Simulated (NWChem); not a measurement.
System: hydrogen selenide (H2Se); SMILES [SeH2]

Parts of the log:

```
             Northwest Computational Chemistry Package (NWChem) 7.3.0
             --------------------------------------------------------

 C2V symmetry detected

                             Geometry "geometry" -> ""
                             -------------------------

 Output coordinates in angstroms (scale by  1.889725989 to convert to a.u.)

  No.       Tag          Charge          X              Y              Z
 ---- ---------------- ---------- -------------- -------------- --------------
    1 Se                  34.0000     0.00000000     0.00000000     0.05798378
    2 H                    1.0000     1.05384500     0.00000000    -0.98572422
    3 H                    1.0000    -1.05384500     0.00000000    -0.98572422

 Effective nuclear repulsion energy (a.u.)      24.5119782789

      Symmetry information
      --------------------

 Group name             C2v
 Group number             16
 Group order               4
 No. of unique centers     2

  pbe96 is a nonlocal functional; adding pw91lda local functional.

                                 NWChem DFT Module
                                 -----------------

 Summary of "ao basis" -> "ao basis" (spherical)
 ------------------------------------------------------------------------------
       Tag                 Description            Shells   Functions and Types
 ---------------- ------------------------------  ------  ---------------------
 Se                         def2-svp                12       32   5s4p3d
 H                          def2-svp                 3        5   2s1p

      Symmetry analysis of basis
      --------------------------

        a1         19
        a2          4
        b1         11
        b2          8

            General Information
            -------------------
          SCF calculation type: DFT
          Wavefunction type:  closed shell.
          No. of atoms     :     3
          No. of electrons :    36
           Alpha electrons :    18
            Beta electrons :    18
          Charge           :     0
          Spin multiplicity:     1
          Use of symmetry is: on ; symmetry adaption is: on
          Maximum number of iterations: 200
          AO basis - number of functions:    42
                     number of shells:    18
          Convergence on energy requested:  1.00D-06
          Convergence on density requested:  1.00D-05
          Convergence on gradient requested:  5.00D-04

              XC Information
              --------------
          PerdewBurkeErnzerhof Exchange Functional  1.000
            Perdew 1991 LDA Correlation Functional  1.000 local
           PerdewBurkeErnz. Correlation Functional  1.000 non-local

             Grid Information
             ----------------
          Grid used for XC integration:  medium
          Radial quadrature: Mura-Knowles
          Angular quadrature: Lebedev.
          Tag              B.-S. Rad. Rad. Pts. Rad. Cut. Ang. Pts.
          ---              ---------- --------- --------- ---------
          Se                  1.15      112           7.0       590
          H                   0.35       45           8.0       434
          Grid pruning is: on
          Number of quadrature shells:   157
          Spatial weights used:  Erf1

      Superposition of Atomic Density Guess
      -------------------------------------

 Sum of atomic energies:       -2400.51034325

      Non-variational initial energy
      ------------------------------

 Total energy =   -2400.635653
 1-e energy   =   -3392.531422
 2-e energy   =     967.383791
 HOMO         =      -0.287221
 LUMO         =       0.067259

      Symmetry analysis of molecular orbitals - initial
      -------------------------------------------------

  Numbering of irreducible representations:

     1 a1          2 a2          3 b1          4 b2

  Orbital symmetries:

     1 a1          2 a1          3 b1          4 a1          5 b2
     6 a1          7 b1          8 a1          9 b2         10 b1
    11 a1         12 a1         13 a2         14 b2         15 a1
    16 b1         17 a1         18 b2         19 b1         20 a1
    21 a1         22 b1         23 a1         24 a1         25 a2
    26 b2         27 b2         28 b1

   convergence    iter        energy       DeltaE   RMS-Dens  Diis-err
 ---------------- ----- ----------------- --------- --------- ---------
 d= 0,ls=0.0,diis     1  -2402.0644337983 -2.43D+03  1.37D-02  2.23D-01
 d= 0,ls=0.0,diis     2  -2402.0718663986 -7.43D-03  8.12D-03  1.33D-01
 d= 0,ls=0.0,diis     3  -2402.0848064892 -1.29D-02  3.37D-03  1.16D-02
 d= 0,ls=0.0,diis     4  -2402.0863515861 -1.55D-03  7.20D-04  5.34D-04
 d= 0,ls=0.0,diis     5  -2402.0864316375 -8.01D-05  9.31D-05  2.29D-05
 d= 0,ls=0.0,diis     6  -2402.0864348431 -3.21D-06  1.65D-05  4.71D-07
 d= 0,ls=0.0,diis     7  -2402.0864349341 -9.10D-08  6.70D-07  5.48D-10

         Total DFT energy =    -2402.086434934130
      One electron energy =    -3392.924244246780
           Coulomb energy =     1053.814014564409
    Exchange-Corr. energy =      -87.488183530651
 Nuclear repulsion energy =       24.511978278893

 Numeric. integr. density =       36.000010908088

                  Occupations of the irreducible representations
                  ----------------------------------------------

[...]

                         DFT ENERGY GRADIENTS

    atom               coordinates                        gradient
                 x          y          z           x          y          z
   1 Se      0.000000   0.000000   0.109573    0.000000   0.000000   0.000012
   2 H       1.991478   0.000000  -1.862749    0.000007   0.000000  -0.000006
   3 H      -1.991478   0.000000  -1.862749   -0.000007   0.000000  -0.000006
```

Level: PBE/def2-SVP. All runs use the structure optimised with PBE-D3(BJ)/def2-SVP.

Question: Write an input that gives this output.

Answer: This is not unique; one that fits is the input that was run:
```
start job
memory heap 200 mb stack 900 mb global 1100 mb
geometry units angstroms noautoz
  Se     0.000000     0.000000     0.082019
  H      1.053845     0.000000    -0.961689
  H     -1.053845     0.000000    -0.961689
end
basis spherical
  * library def2-svp
end
dft
  xc xpbe96 cpbe96
  iterations 200
  convergence diis 20
end
task dft gradient
```
